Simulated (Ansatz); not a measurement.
C2H9BOSi can be A, `BOC[SiH2]C`, or B, `CBO[SiH2]C`.

Calculated with Ansatz (gas phase, PBE0-D4/def2-TZVP geometries, no zero-point term in ΔE). CCSD(T)/CBS is the MP2 limit (def2-TZVPP, def2-QZVPP) plus CCSD(T) − MP2 in def2-TZVPP, frozen cores. Functionals use def2-TZVPP. B3LYP here is the variant with VWN-RPA as its local correlation; programs differ in this. One conformer a species, not always the lowest.

A:

```xyz
14

B    -1.466   -1.070    1.835
O    -0.411   -0.996    1.013
C     0.471    0.126    1.003
Si    0.333    1.040   -0.650
C     0.675   -0.115   -2.075
H    -1.685   -0.186    2.621
H    -2.155   -2.044    1.740
H     0.248    0.796    1.841
H     1.490   -0.250    1.143
H     1.310    2.166   -0.618
H    -1.041    1.606   -0.750
H     1.697   -0.497   -2.031
H     0.542    0.392   -3.033
H    -0.008   -0.967   -2.040
```

B:

Z-matrix (Å, degrees):
```
C
B 1 1.561
H 1 1.096 2 110.1
H 1 1.091 2 113.7 3 -122.5
H 1 1.096 2 109.9 3 115.3
O 2 1.354 1 120.7 3 122.9
H 2 1.209 1 121.0 3 -57.0
Si 6 1.658 2 132.4 1 -180.0
C 8 1.857 6 109.1 2 120.0
H 8 1.488 6 109.4 2 -1.7
H 8 1.486 6 107.1 2 -120.1
H 9 1.093 8 110.3 6 177.4
H 9 1.092 8 110.8 6 57.7
H 9 1.092 8 111.0 6 -62.8
```

**Question.** Which is lower in electronic energy at CCSD(T)/CBS, and by how much? (Estimate.)

**Answer.** The calculation gave: B, by 207.9 kJ/mol.

**Question.** Give E(B) − E(A) in kJ/mol with B2PLYP, PBE-D4, CCSD(T)/def2-SVP, B3LYP, CCSD(T)/def2-TZVPP, CCSD/def2-TZVPP, LDA (SPW92). (Estimate.)

**Answer.** Ansatz gave: B2PLYP -208.0, PBE-D4 -192.0, CCSD(T)/def2-SVP -189.4, B3LYP -204.9, CCSD(T)/def2-TZVPP -204.9, CCSD/def2-TZVPP -207.9, LDA (SPW92) -195.6. None reverses the order clearly.

**Question.** Does the order hold for the free energy at 298.15 K (harmonic terms from PBE0-D4)? (An estimate is asked.)

**Answer.** Ansatz gave: Yes: G(B) − G(A) = -210.0 kJ/mol, for one conformer each. Modes under 60 cm⁻¹, often nearly free rotors, make the harmonic entropy too high.

Largest T1 diagnostic: 0.013.

From PBE to PBE0 (25 % exact exchange), in def2-TZVPP and without D4, E(B) − E(A) moves by −8.5 kJ/mol. At CCSD(T), def2-SVP lies +18.5 kJ/mol from the extrapolated value and def2-TZVPP +3.0 kJ/mol.
